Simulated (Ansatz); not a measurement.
A run for Ansatz (a first-principles code): R-RI-MP2/aug-cc-pVTZ on BGeH5 (SMILES [BH2][GeH3]) with ghost functions, monomers drawn apart or pushed together. Files ending in .json are basis or fitting sets from the Basis Set Exchange. The run froze 15 orbitals, filled d shells among them.

Ansatz 0.2 input:
```yaml
crystal:
  periodic: [false, false, false]
  atoms:
    - {symbol: B, position_ang: [1.22284798, 0.28758192, 0.80215111]}
    - {symbol: Ge, position_ang: [-0.61922060, -0.01846758, -0.12897739]}
    - {symbol: H, position_ang: [2.03320530, -0.56622599, 0.58764307]}
    - {symbol: H, position_ang: [1.62735527, 1.41308246, 0.76436332]}
    - {symbol: H, position_ang: [-0.56440854, 0.02659387, -1.67015228]}
    - {symbol: H, position_ang: [-1.24588378, -1.39665935, 0.23701645]}
    - {symbol: H, position_ang: [-1.70654344, 1.01015974, 0.29427011]}
basis:
  gaussian:
    orbitals: aug-cc-pVTZ
    fitting: {mean_field: def2-universal-JKFIT, correlation: aug-cc-pVTZ-RIFIT.json}
    ghost_atoms:
      - {symbol: O, position_ang: [1.54842197, 0.10150648, 3.70305588]}
      - {symbol: H, position_ang: [1.17733947, -0.77487404, 3.87840203]}
      - {symbol: H, position_ang: [0.91277294, 0.75648044, 4.02391019]}
magnetization: {spin_polarized: false}
correlation: {method: mp2, electrons: outside_noble_gas}
scf: {lower_state_search: off}
```

The log:

```
WARN ansatz: RAYON_NUM_THREADS=1 ignored (pool sized by the plan → 1); use --threads N
Functional definition: HF
these checks for a lower state are left out or cut short: stability, starts, cluster_reference, orbital_swaps, neighbouring_geometries, increment
integrals: 0.41 GiB planned
544 factors; integrals over basis functions are off by at most 1.1e0 eV
mean field: 0.66 GiB planned
mean field evaluation 1: about -57223.0943 eV, gradient 1.4e1 eV
mean field evaluation 2: about -57224.0383 eV, gradient 3.9e0 eV
mean field evaluation 4: about -57224.1405 eV, gradient 2.6e-1 eV
mean field -57224.14090365 eV, -2102.9483902935 hartree, gradient 2.5e-6 eV, S^2 0.000000; 0 other end points of the search recorded, 0 dependent functions left out
15 core orbitals not correlated
725 factors; their error is unknown
reference -57224.14090365 eV, -2102.9483902935 hartree; 6, 6 occupied and 291, 291 virtual orbitals, 725 factors
second order -6.34876233 eV of doubles, -0.00000000 eV of singles
Total energy: -57230.48966598 eV, -2103.1817030058 hartree
Checks for a lower state left out: stability, starts, cluster_reference, orbital_swaps, neighbouring_geometries, increment
```

The run converged.

Cost: around 6 core-seconds (rough).
